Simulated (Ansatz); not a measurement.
`C#[C][SnH2][O]C` and `C#[C][SnH2][CH3]` differ in one atom or group.

Ansatz, PBE0-D4/def2-TZVP geometries, multiplicity 1. Each molecule was computed in one conformer, which needn't be the lowest.

Elements past krypton have def2 core potentials.

```json
{"property": "HOMO energy (PBE/def2-TZVPP) / eV", "`C#[C][SnH2][O]C`": "-6.07"}
{"property": "HOMO–LUMO gap (ωB97M-V/def2-TZVPP) / eV", "`C#[C][SnH2][O]C`": "11.05"}
{"property": "LUMO energy (ωB97M-V/def2-TZVPP) / eV", "`C#[C][SnH2][O]C`": "1.00"}
{"property": "size of the dipole moment (ωB97M-V/def2-TZVPP) / D", "`C#[C][SnH2][O]C`": "1.39"}
{"property": "HOMO energy (ωB97M-V/def2-TZVPP) / eV", "`C#[C][SnH2][O]C`": "-10.05"}
{"property": "HOMO–LUMO gap (B3LYP/def2-TZVPP) / eV", "`C#[C][SnH2][O]C`": "6.51"}
```

(1) What does the change do to each property? (Estimate.)

Results:

(1) Computed: 
```csv
property,`C#[C][SnH2][CH3]`,shift
HOMO energy (PBE/def2-TZVPP) / eV,-6.70,-0.63
HOMO–LUMO gap (ωB97M-V/def2-TZVPP) / eV,11.58,0.53
LUMO energy (ωB97M-V/def2-TZVPP) / eV,1.47,0.47
size of the dipole moment (ωB97M-V/def2-TZVPP) / D,0.94,-0.45
HOMO energy (ωB97M-V/def2-TZVPP) / eV,-10.10,-0.05
HOMO–LUMO gap (B3LYP/def2-TZVPP) / eV,7.41,0.90
```

With PBE0 the HOMO falls by 0.24 eV and the LUMO rises by 0.69 eV, so the gap widens by about 0.93 eV. PBE moves the HOMO by -0.63 eV and ωB97M-V by -0.05 eV. The zero-point energy changes by -14.4 kJ/mol with -3 modes. Dipoles are sizes alone; their direction can turn.

Positive LUMOs are unbound, so they and the gaps depend on the basis.

B3LYP here is the variant with VWN-RPA as its local correlation; programs differ in this.
